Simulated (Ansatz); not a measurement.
**Ligand exchange: GaH2Br + C4H4ClN → GaH2Cl + C4H4BrN**

Species: GaH2Br `[GaH2][Br]`, singlet; C4H4ClN `Clc1ccc[nH]1`, singlet; GaH2Cl `[Cl][GaH2]`, singlet; C4H4BrN `Brc1ccc[nH]1`, singlet. The partners trade Br for Cl: Ga–Br and C–Cl bonds give way to Ga–Cl and C–Br.

Shapes, held fixed at every level: PBE0-D4/def2-TZVP. Programs: Ansatz 0.2.0. The zero-point and thermal change to 298 K, harmonic and unscaled (PBE0-D4/def2-TZVP), is -0.4 kJ/mol.

```
              level                    kind  ΔH(298 K) (kJ/mol)  less CCSD(T)/def2-TZVPP  CPU time (sum over the molecules)
      HF/def2-TZVPP            Hartree–Fock                +9.1                     +7.2                                  –
   SPW92/def2-TZVPP                     LDA                +9.7                     +7.8                               10 s
BHLYP-D4/def2-TZVPP           global hybrid                +6.9                     +5.0                               28 s
 PBE0-D4/def2-TZVPP           global hybrid                +8.0                     +6.1                               29 s
 wB97M-V/def2-TZVPP  range-separated hybrid                +5.7                     +3.8                               92 s
     MP2/def2-TZVPP     perturbation theory                -0.6                     -2.5                                  –
   CCSD(T)/def2-SVP   coupled cluster or CI                +5.6                     +3.7                               48 s
 CCSD(T)/def2-TZVPP   coupled cluster or CI                +1.9                      0.0                             19 min
```

The highest level, CCSD(T)/def2-TZVPP, gives ΔH(298 K) = +1.9 kJ/mol; the levels span -0.6 to +9.7. That is about zero within the method's error. They disagree on the sign: 7 of 8 are positive. The column of differences is taken from that level and isn't an error. No measured value is set beside it here. Relativity is left out for Br, Ga unless named. Correlated rows may include outer-core shells of Br, Ga, which these sets cover unevenly. Times are processor times on shared x86 and Arm servers, and rough.
